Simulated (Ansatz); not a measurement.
Molecular dynamics of AlCl₂H₃O

Input:

```yaml
crystal:
  periodic: [false, false, false]
  atoms:
    - { symbol: Al, position_ang: [0.090444, 0.291702, 0.000126] }
    - { symbol: O, position_ang: [0.059484, -0.04031, 1.82775] }
    - { symbol: H, position_ang: [-0.776913, -0.31186, 2.256286] }
    - { symbol: Cl, position_ang: [1.830211, -0.336512, -1.001068] }
    - { symbol: Cl, position_ang: [-1.808384, 0.08603, -0.902812] }
    - { symbol: H, position_ang: [0.265104, 1.881864, 0.745775] }
    - { symbol: H, position_ang: [0.134454, 1.199786, 1.559843] }
basis:
  gaussian: { orbitals: def2-SVP }
hamiltonian:
  xc: pbe
  dispersion: d4
md:
  timestep: 0.5
  n_steps: 200
  ensemble: nve
  temperature: 100.0
  initial_velocities: maxwell_boltzmann
  seed: 10873
```

Command:

```bash
$ ansatz run input.yaml --threads 2 --pin off --max-ram 3072MiB --backend cpu --events-out ev --progress --plain --runs-dir out
```

It starts at the highest image of a converged band, a first-order saddle point between two minima.

Output, in part (step lines, the closing report, with atoms numbered from 0):

```
md step     0: t =     0.00 fs  T =   100.0 K  F+E_penalty+E_count = -33714.27429862 eV  E_kin = 0.064630 eV  conserved = -33714.20966862 eV  (25 SCF iters)
md step     1: t =     0.50 fs  T =    99.0 K  F+E_penalty+E_count = -33714.27364519 eV  E_kin = 0.063987 eV  conserved = -33714.20965845 eV  (29 SCF iters)
md step     2: t =     1.00 fs  T =    96.9 K  F+E_penalty+E_count = -33714.27225090 eV  E_kin = 0.062614 eV  conserved = -33714.20963727 eV  (29 SCF iters)
md step     3: t =     1.50 fs  T =    94.1 K  F+E_penalty+E_count = -33714.27044661 eV  E_kin = 0.060834 eV  conserved = -33714.20961259 eV  (29 SCF iters)
md step     4: t =     2.00 fs  T =    91.3 K  F+E_penalty+E_count = -33714.26861884 eV  E_kin = 0.059027 eV  conserved = -33714.20959144 eV  (29 SCF iters)
md step     5: t =     2.50 fs  T =    89.0 K  F+E_penalty+E_count = -33714.26709637 eV  E_kin = 0.057517 eV  conserved = -33714.20957918 eV  (29 SCF iters)
md step     6: t =     3.00 fs  T =    87.4 K  F+E_penalty+E_count = -33714.26607216 eV  E_kin = 0.056496 eV  conserved = -33714.20957641 eV  (29 SCF iters)
md step     7: t =     3.50 fs  T =    86.7 K  F+E_penalty+E_count = -33714.26559107 eV  E_kin = 0.056011 eV  conserved = -33714.20957995 eV  (29 SCF iters)
[... lines left out ...]
Total energy: -33714.53995395 eV, -1238.9864907718 hartree
Atom 0 at    -0.005043    -0.295527     0.126237 Å, force    -0.262293     0.761390     0.781589 eV/Å
Atom 1 at     0.104645    -0.241190     1.841409 Å, force    -0.118608    -0.015529    -0.198842 eV/Å
Atom 2 at    -0.401674     0.447032     2.312724 Å, force    -0.013886    -0.283012    -0.026814 eV/Å
Atom 3 at     1.741116    -0.127362    -0.939503 Å, force     0.791113    -0.266104    -0.464504 eV/Å
Atom 4 at    -1.724878     0.232847    -0.928310 Å, force    -0.397727    -0.169792    -0.093609 eV/Å
Atom 5 at     1.049127     3.980963    -1.267063 Å, force     0.030811    -0.533796     0.049709 eV/Å
Atom 6 at     1.010871     4.729885    -1.344661 Å, force    -0.029410     0.506843    -0.047529 eV/Å
Dipole moment:    -0.184298    -0.023174     0.222295 e Å
```

The steps, from the saved trajectory:

```json
{"time (fs)": "0.0", "T (K)": "100", "potential energy less start (eV)": "0.000", "conserved less start (meV/atom)": "0.00"}
{"time (fs)": "3.0", "T (K)": "87", "potential energy less start (eV)": "0.008", "conserved less start (meV/atom)": "0.01"}
{"time (fs)": "6.0", "T (K)": "94", "potential energy less start (eV)": "0.004", "conserved less start (meV/atom)": "0.02"}
{"time (fs)": "9.0", "T (K)": "133", "potential energy less start (eV)": "-0.022", "conserved less start (meV/atom)": "-0.01"}
{"time (fs)": "12.0", "T (K)": "170", "potential energy less start (eV)": "-0.045", "conserved less start (meV/atom)": "0.04"}
{"time (fs)": "15.0", "T (K)": "333", "potential energy less start (eV)": "-0.151", "conserved less start (meV/atom)": "-0.01"}
{"time (fs)": "18.0", "T (K)": "503", "potential energy less start (eV)": "-0.261", "conserved less start (meV/atom)": "0.02"}
{"time (fs)": "21.0", "T (K)": "704", "potential energy less start (eV)": "-0.390", "conserved less start (meV/atom)": "-0.03"}
{"time (fs)": "24.0", "T (K)": "851", "potential energy less start (eV)": "-0.486", "conserved less start (meV/atom)": "-0.10"}
{"time (fs)": "27.0", "T (K)": "829", "potential energy less start (eV)": "-0.471", "conserved less start (meV/atom)": "0.00"}
{"time (fs)": "30.0", "T (K)": "735", "potential energy less start (eV)": "-0.410", "conserved less start (meV/atom)": "0.04"}
{"time (fs)": "33.0", "T (K)": "688", "potential energy less start (eV)": "-0.380", "conserved less start (meV/atom)": "-0.02"}
{"time (fs)": "36.0", "T (K)": "732", "potential energy less start (eV)": "-0.408", "conserved less start (meV/atom)": "-0.05"}
{"time (fs)": "39.0", "T (K)": "798", "potential energy less start (eV)": "-0.451", "conserved less start (meV/atom)": "0.01"}
{"time (fs)": "42.0", "T (K)": "815", "potential energy less start (eV)": "-0.462", "conserved less start (meV/atom)": "0.02"}
{"time (fs)": "45.0", "T (K)": "799", "potential energy less start (eV)": "-0.452", "conserved less start (meV/atom)": "-0.08"}
{"time (fs)": "48.0", "T (K)": "727", "potential energy less start (eV)": "-0.406", "conserved less start (meV/atom)": "-0.09"}
{"time (fs)": "51.0", "T (K)": "646", "potential energy less start (eV)": "-0.353", "conserved less start (meV/atom)": "0.04"}
{"time (fs)": "54.0", "T (K)": "653", "potential energy less start (eV)": "-0.357", "conserved less start (meV/atom)": "0.06"}
{"time (fs)": "57.0", "T (K)": "735", "potential energy less start (eV)": "-0.411", "conserved less start (meV/atom)": "-0.03"}
{"time (fs)": "60.0", "T (K)": "821", "potential energy less start (eV)": "-0.466", "conserved less start (meV/atom)": "-0.08"}
{"time (fs)": "63.0", "T (K)": "832", "potential energy less start (eV)": "-0.473", "conserved less start (meV/atom)": "-0.02"}
{"time (fs)": "66.0", "T (K)": "767", "potential energy less start (eV)": "-0.431", "conserved less start (meV/atom)": "0.03"}
{"time (fs)": "69.0", "T (K)": "682", "potential energy less start (eV)": "-0.376", "conserved less start (meV/atom)": "-0.04"}
{"time (fs)": "72.0", "T (K)": "609", "potential energy less start (eV)": "-0.330", "conserved less start (meV/atom)": "-0.07"}
{"time (fs)": "75.0", "T (K)": "606", "potential energy less start (eV)": "-0.327", "conserved less start (meV/atom)": "-0.01"}
{"time (fs)": "78.0", "T (K)": "645", "potential energy less start (eV)": "-0.352", "conserved less start (meV/atom)": "0.05"}
{"time (fs)": "81.0", "T (K)": "650", "potential energy less start (eV)": "-0.356", "conserved less start (meV/atom)": "0.00"}
{"time (fs)": "84.0", "T (K)": "605", "potential energy less start (eV)": "-0.327", "conserved less start (meV/atom)": "-0.10"}
{"time (fs)": "87.0", "T (K)": "489", "potential energy less start (eV)": "-0.252", "conserved less start (meV/atom)": "-0.07"}
{"time (fs)": "90.0", "T (K)": "372", "potential energy less start (eV)": "-0.175", "conserved less start (meV/atom)": "0.05"}
{"time (fs)": "93.0", "T (K)": "367", "potential energy less start (eV)": "-0.172", "conserved less start (meV/atom)": "0.04"}
{"time (fs)": "96.0", "T (K)": "433", "potential energy less start (eV)": "-0.216", "conserved less start (meV/atom)": "-0.05"}
{"time (fs)": "99.0", "T (K)": "495", "potential energy less start (eV)": "-0.256", "conserved less start (meV/atom)": "-0.07"}
```

The run went to its last step. The conserved energy stayed within 0.11 meV per atom of its start (net change -0.09 meV per atom), so the integration is sound. The system heated up, since it started high on the potential surface and ran downhill. A run of 0.1 ps of so small a system gives no equilibrium averages. The orbitals stay closed-shell, which can raise the energy where a bond breaks towards radicals; this wasn't checked here.

The step under study would form Al1–H6, O2–H7 and break Al1–O2, H6–H7. These pairs go: Al1–H6 1.77 → 4.62 Å, O2–H7 1.27 → 5.97 Å, Al1–O2 1.86 → 1.72 Å, H6–H7 1.07 → 0.75 Å. In the last frame they stand as before the step (other bonds may differ from the relaxed reactants and products). Also parted: Al1–H7 1.81 → 5.33 Å. It ends as AlCl2HO + H2. Pairs count as bonded within 1.25 times the sum of covalent radii (0.12 Å more for H–H).

Last frame:

```xyz
7
Properties=species:S:1:pos:R:3
Al -0.005 -0.295 0.126
O 0.105 -0.241 1.841
H -0.402 0.447 2.313
Cl 1.741 -0.127 -0.940
Cl -1.725 0.233 -0.928
H 1.049 3.981 -1.267
H 1.011 4.730 -1.345
```

Run time: 4.1 min on 2 threads of Arm Neoverse V1, with other jobs on the host, peak memory 0.12 GiB.
